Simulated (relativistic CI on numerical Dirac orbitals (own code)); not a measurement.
**Radial parameters of Eu LVI**

These numbers are calculated, not measured: Dirac-Coulomb-Breit CI, separate exchange-only KLI orbitals for each configuration, model QED, unscaled Slater integrals (own radial code, finite nucleus).

Slater integrals F^k, G^k are unscaled and averaged over j, outside the closed core 1s2; ζ comes from projecting the Hamiltonian with its Breit term on Σ l·s of the shell.

- 2s²2p⁴: F^2(2p,2p) = 1.1721e+06, ζ(2p) = 3.6457e+06 cm⁻¹; <r>(2p) = 0.08056, <r^2>(2p) = 0.007894 (bohr units).
- 2s2p⁵: G^1(2s,2p) = 1.2575e+06, ζ(2p) = 3.6344e+06 cm⁻¹; <r>(2s) = 0.09191, <r^2>(2s) = 0.009993, <r>(2p) = 0.08066, <r^2>(2p) = 0.007914 (bohr units).
- 2p⁵3s: ζ(2p) = 3.6731e+06, G^1(2p,3s) = 125560 cm⁻¹; <r>(2p) = 0.08036, <r^2>(2p) = 0.007854, <r>(3s) = 0.2168, <r^2>(3s) = 0.05363 (bohr units).

Averages of the first 10 configurations, taken without configuration mixing, which lowers the lowest level and can move excited configurations by several eV; other configurations of the list can lie among them:

```csv
Configuration,Parity,States,Average energy above the lowest level (eV)
2s²2p⁴,even,15,459.9
2s2p⁵,odd,12,1245.9
2p⁶,even,1,2083.1
2p⁵3s,odd,12,8436.0
2p⁵3p,even,36,8654.3
2p⁵3d,odd,60,8851.0
2s²2p³3s,odd,40,6875.7
2s²2p³3p,even,120,7102.9
2s²2p³3d,odd,200,7300.0
2s2p⁴3s,even,60,7630.1
```
